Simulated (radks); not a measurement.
Results of a calculation; reference values are marked as such.
Species: Re I. Configuration: [Xe] 4f14 5d5 6s2 (the NIST ground configuration).

Level of theory: Dirac Kohn-Sham, PBE, spin-unpolarised, spherical densities, finite nucleus; open shells fill j = l - 1/2 first; Fermi nuclear charge, rms radius 5.3698 fm (a radial shooting solver on a logarithmic mesh with Libxc functionals).

Energy parts (eV):
| part | energy |
|---|---|
| total | -454838.87 |
| kinetic | 514094.37 |
| electron-nucleus | -1137695.86 |
| Hartree | 177821.02 |
| exchange-correlation | -9058.41 |

Orbitals (lengths in bohr, moments of r in powers of bohr; r(max) is where P^2 peaks; r(90%) holds 90 % of the orbital's charge):
orbital	occ.	eigenvalue (eV)	<r>	r(max)	r(90%)	<r^4>
1s1/2	2	-71531.63	0.01804	0.01124	0.0329	5.462e-07
2s1/2	2	-12393.69	0.07559	0.06473	0.118	0.00008128
2p1/2	2	-11861.51	0.06246	0.04802	0.104	0.00004881
2p3/2	4	-10421.90	0.07054	0.05496	0.115	0.00007195
3s1/2	2	-2868.796	0.1969	0.1822	0.290	0.002993
3p1/2	2	-2630.647	0.1870	0.1705	0.281	0.002634
3p3/2	4	-2318.017	0.2019	0.1847	0.302	0.003510
3d3/2	4	-1917.138	0.1765	0.1445	0.275	0.002372
3d5/2	6	-1849.274	0.1811	0.1485	0.281	0.002588
4s1/2	2	-598.2313	0.4405	0.4131	0.633	0.06979
4p1/2	2	-498.7619	0.4450	0.4125	0.647	0.07591
4p3/2	4	-425.8318	0.4784	0.4423	0.695	0.1011
4d3/2	4	-262.3263	0.4934	0.4382	0.739	0.1282
4d5/2	6	-248.8506	0.5048	0.4475	0.756	0.1403
5s1/2	2	-84.5799	1.037	0.9388	1.49	2.152
5p1/2	2	-54.5395	1.138	1.004	1.66	3.309
5p3/2	4	-43.5914	1.242	1.087	1.81	4.740
4f5/2	6	-43.1096	0.5763	0.4144	0.948	0.3907
4f7/2	8	-40.5986	0.5851	0.4193	0.963	0.4192
6s1/2	2	-5.8613	3.088	2.573	4.61	195.7
5d3/2	4	-5.6761	1.896	1.399	3.04	40.52
5d5/2	1	-4.8083	1.990	1.446	3.21	51.03
6p1/2	0	-1.6706	4.374	3.366	6.82	946.0
6p3/2	0	-1.1664	4.972	3.797	7.77	1611

The highest occupied level is 5d5/2 at -4.808 eV. The electron density at the nucleus is 1.547e+06 e/bohr^3. Summed over all electrons, <r^2> = 68.06 bohr^2, which gives a Langevin (diamagnetic) susceptibility term of -53.9 x 10^-6 cm^3/mol. The density falls to 0.001 e/bohr^3 at r = 4.70 bohr.
